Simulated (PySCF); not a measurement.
**Question.** What does the PBE0-D3(BJ)/def2-SVP structure of `CSCS[SiH3]` look like in three dimensions?

**Answer.** 
```xyz
13
C2H8S2Si angstrom
C     -1.8629   -0.8382   -0.2135
S     -0.7074   -0.0708   -1.3643
C     -0.2081    1.3672   -0.3988
S      0.6175    1.0220    1.1978
Si     2.0034   -0.4999    0.5622
H     -1.3890   -0.9593    0.7725
H     -2.7833   -0.2442   -0.1138
H     -2.1148   -1.8268   -0.6216
H      0.4685    1.9388   -1.0516
H     -1.0732    2.0055   -0.1601
H      2.6640   -0.1046   -0.7161
H      3.0064   -0.5379    1.6675
H      1.3863   -1.8512    0.4312
```

Any rigid rotation of these coordinates is as good. Atoms count from 1 in this order. S2 (sulfide sulfur) is bent (angle 100.1°). Of the pairs four or more bonds apart, S4···H6 is among the closest relative to their van der Waals radii: 2.85 Å, 95 % of the sum of Bondi's values. The C–S distances run from 1.802 Å (C1–S2, drawn single) to 1.830 Å (C3–S4, drawn single), a spread of 0.028 Å. Si5 (SiH3 silicon) is distorted tetrahedral (angles from 103.4° to 113.6°).

Bonds between heavy atoms (Å): C1–S2 1.802, S2–C3 1.803, C3–S4 1.830, S4–Si5 2.154.

The calculation used PBE0-D3(BJ)/def2-SVP geometry optimisation, gas phase in PySCF 2.14.0.

Point group: C1 (no symmetry element, even within 0.4 Å). PBE0-D3(BJ)/def2-SVP frequencies: not computed here. The numbers are those of one conformer (C1–S2–C3–S4 61°, S2–C3–S4–Si5 46°).

Time: 46 s; peak memory 0.52 GiB. Hardware: Arm Neoverse V1, one thread, on a shared host. This is the geometry optimisation.
